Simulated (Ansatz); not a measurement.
H$_{4}$AsSi, doublet, at the geometry of the source list. Base run: HF/6-311G** (Ansatz, a program for electronic structure).

Input for Ansatz:
Ansatz 0.2 input:
```yaml
crystal:
  periodic: [false, false, false]
  atoms:
    - {symbol: Si, position_ang: [-1.03550000, -0.13270000, 0.44430000]}
    - {symbol: As, position_ang: [1.28880000, 0.12410000, 0.73650000]}
    - {symbol: H, position_ang: [-1.68440000, 1.10550000, -0.02080000]}
    - {symbol: H, position_ang: [-1.42950000, -1.15050000, -0.54920000]}
    - {symbol: H, position_ang: [1.52670000, -1.01960000, -0.19900000]}
    - {symbol: H, position_ang: [1.33390000, 1.07330000, -0.41170000]}
basis:
  gaussian:
    orbitals: 6-311G__.json
hamiltonian:
  xc: hf
magnetization: {spin_polarized: true, initial_magnetization: 1}
```
The basis file holds 6-311G** in the JSON format of the Basis Set Exchange.

The base run was repeated with changes; each row names its change, and settings that it needs were set with it.

```
change                                                                 basis functions       E (Eh)
---------------------------------------------------------------------  ---------------  -----------
base                                                                                95  -2525.37798
basis = ANO-RCC-VDZP; relativity = spin-free X2C                                    65  -2550.86374
basis = jorge-DZP-DKH; relativity = spin-free X2C                                   87  -2550.71844
basis = cc-pVTZ-DK; relativity = spin-free X2C                                     133  -2550.86328
basis = ANO-RCC-VDZP; relativity = none                                             65  -2509.51895
basis = ANO-RCC-VDZP; relativity = spin-free X2C; nucleus = Gaussian                65  -2550.84795
basis = jorge-DZP-DKH; relativity = spin-free X2C; nucleus = Gaussian               87  -2550.70449
basis = cc-pVTZ-DK; relativity = none                                              133  -2509.82564
basis = jorge-DZP-DKH; relativity = none                                            87  -2519.54462
basis = cc-pVTZ-DK; relativity = spin-free X2C; nucleus = Gaussian                 133  -2550.84780
```

Totals shift with the method and basis; they matter in differences.

Ansatz warned in this series: the basis is contracted for relativity, which the run leaves out.

Basis sets contracted for a relativistic Hamiltonian are a mismatch without it, so the rows without relativity aren't non-relativistic limits. No row has spin-orbit coupling; sets with core potentials leave out the core electrons.
